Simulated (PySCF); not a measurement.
**N (nitrogen, neutral) across methods**

[He] 2s2 2p3, high-spin 4S determinant. All numbers are calculated (PySCF 2.14, scalar relativity by spin-free X2C-1e, in aug-cc-pCVQZ-DK).

```tsv
method	E (hartree)	mean ε 2s α (eV)	mean ε 2s β (eV)	mean ε 2p α (eV)	Σ⟨r²⟩ (bohr²)	⟨S²⟩
PBE0	-54.5758	-22.945	-16.838	-10.210	12.37	3.753
UHF	-54.43311	-31.680	-19.783	-15.528	12.08	3.758
MN15	-54.6266	-23.000	-17.825	-10.885	12.44	3.751
TPSSh	-54.6417	-21.712	-15.987	-9.215	12.38	3.754
PBE	-54.5652	-19.879	-15.305	-8.299	12.58	3.752
r2SCAN	-54.6127	-21.383	-15.218	-8.891	12.31	3.755
LDA	-54.1650	-19.641	-15.301	-8.399	12.62	3.753
wB97X	-54.6240	-25.559	-19.543	-12.692	12.34	3.757
```
